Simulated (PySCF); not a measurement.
1,8-naphthyridine, C8H6N2.
Geometry (PBE0-D3(BJ)/def2-SVP, Å), atoms numbered from 1 in this order:
```
atom  x, y, z in Å
C1    -2.4049   -0.1729    0.0970
C2    -2.2128    1.1160   -0.4618
N3    -1.0430    1.6449   -0.7168
C4     0.0663    0.9223   -0.4341
N5     1.2562    1.5046   -0.7136
C6     2.3519    0.8368   -0.4564
C7     2.3845   -0.4661    0.1016
C8     1.1930   -1.0798    0.3959
C9    -0.0142   -0.3902    0.1309
C10   -1.2975   -0.9268    0.3936
H11   -3.4151   -0.5435    0.2811
H12   -3.0906    1.7284   -0.7045
H13    3.2985    1.3378   -0.6965
H14    3.3418   -0.9569    0.2875
H15    1.1581   -2.0837    0.8284
H16   -1.3863   -1.9273    0.8260
```

Linear response at CAM-B3LYP/def2-SVPD (PySCF, frozen core in the response, non-relativistic).

Static isotropic polarisability: 105.25 au (15.60 Å³), principal values 55.9, 105.1, 154.8 au.

(1) What is the polarisability at 1064 nm and at the sodium D line?

(2) What is the isotropic C6 coefficient between two such molecules, C6 = (3/π)∫α(iω)² dω?

(3) Which effective excitation energy ω̄ makes London's formula C6 = (3/4)α²ω̄ exact here?

(4) The lowest 6 singlets have (eV, f): 4.11, 0.000; 4.70, 0.005; 4.71, 0.105; 5.05, 0.046; 5.23, 0.000; 5.84, 0.000. What share of the static polarisability do they carry in the sum over states α = Σ f/ω²?

(5) How anisotropic is the static polarisability, by Δα² = ½[(α1 − α2)² + (α2 − α3)² + (α3 − α1)²]?

(6) What three-body coefficient follows from the one-pole estimate C9 = (3/4)·α·C6?

(7) What molar refraction at the D line follows from R = (4π/3)·N_A·α′, with α′ the polarisability volume?

(8) What n − 1 at the D line would an ideal gas of it have at 273.15 K and 1 atm (2.6868 × 10¹⁹ cm⁻³), by n − 1 = 2π·N·α′?

## Answers

(1) 106.89 au at 1064 nm (+1.6 %), 111.02 au at 589.3 nm (+5.5 %). The rise at 589.3 nm is 3.52 times that at 1064 nm; a pure ω² law gives 3.26. The lowest singlet lies at 302 nm, shorter than both wavelengths.

(2) 3921 au (Eh·bohr⁶) by a ten-point quadrature over imaginary frequencies, which is 2340 eV·Å⁶ or 226 J·nm⁶/mol.

(3) ω̄ = 4·C6/(3α²) = 0.472 Eh = 12.8 eV. A one-pole form α(ω) = α/(1 − ω²/ω̄²) fitted to the 1064 nm value gives 9.4 eV. London's choice of the ionisation energy (9.28 eV, ΔSCF at the same level) gives C6 = 2830 au, 28 % too low.

(4) 5.01 au, 4.8 % of α; the largest term, 3.51 au, is that of the state at 4.71 eV. Their oscillator strengths add up to 0.16. Higher states carry the rest.

(5) Δα = 85.6 au, or 0.81 of the isotropic value.

(6) 310000 au. This is an estimate from the two numbers above, not a computed integral.

(7) α′ = 16.45 Å³ gives R = 41.50 cm³/mol, for isolated, non-vibrating species.

(8) 27.77 × 10⁻⁴, a formal value whether or not that pressure can be reached.
